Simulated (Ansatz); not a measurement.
Reaction (formal exchange of groups at a B–Cl bond): `SB(Cl)Br` + `CC` → `CCB(S)Br` + HCl

Gas-phase electronic energies from Ansatz, PBE0-D4/def2-TZVP geometries. CBS: MP2 limit from def2 TZ/QZ plus the TZ coupled-cluster correction, frozen cores. This one scheme is used for every species. Functionals use def2-TZVPP. B3LYP here is the variant with VWN-RPA as its local correlation; programs differ in this. HSE06 is defined as in plane-wave codes. For Br outer-core shells are correlated without core-valence functions, which leaves a few kJ/mol of doubt a bond. Scalar relativity is left out up to krypton. Each species was taken in one conformer, which may not be the lowest.

Task: Is it downhill or uphill in electronic energy at CCSD(T)/CBS, and by how much? (Estimate.)

Result: Computed: Uphill: ΔE = +67.9 kJ/mol.

Task: What do these levels give: revPBE-D4, BLYP-D4, B97M-V, r2SCAN0-D4, BHLYP-D4, revPBE, BLYP, B3LYP, r2SCAN0, HSE06, SCS-MP2/def2-TZVPP, HF/CBS(def2)? (Best estimate.)

Result: Computed: revPBE-D4 74.2, BLYP-D4 75.5, B97M-V 76.0, r2SCAN0-D4 73.8, BHLYP-D4 72.7, revPBE 81.6, BLYP 82.2, B3LYP 79.2, r2SCAN0 75.5, HSE06 75.9, SCS-MP2/def2-TZVPP 73.0, HF/CBS(def2) 75.9 kJ/mol.

Task: What do rigid-rotor, harmonic-oscillator terms from PBE0-D4/def2-TZVP frequencies (298.15 K, 1 bar) make of the CCSD(T)/CBS value? (Best estimate.)

Result: The calculation gave: ΔZPE = -9.2 kJ/mol, ΔH = +61.2 kJ/mol, ΔS = 5 J/(mol·K), ΔG = +59.6 kJ/mol. Modes under 50 cm⁻¹ make the entropy rough.

Largest T1 diagnostic among the species: 0.011.

In def2-TZVPP, CCSD(T) changes the Hartree–Fock value by −8.5 kJ/mol (the triples alone add +0.4 kJ/mol) and MP2 by −4.2 kJ/mol. At CCSD(T), def2-SVP lies +12.5 kJ/mol from the extrapolated value and def2-TZVPP +0.0 kJ/mol.
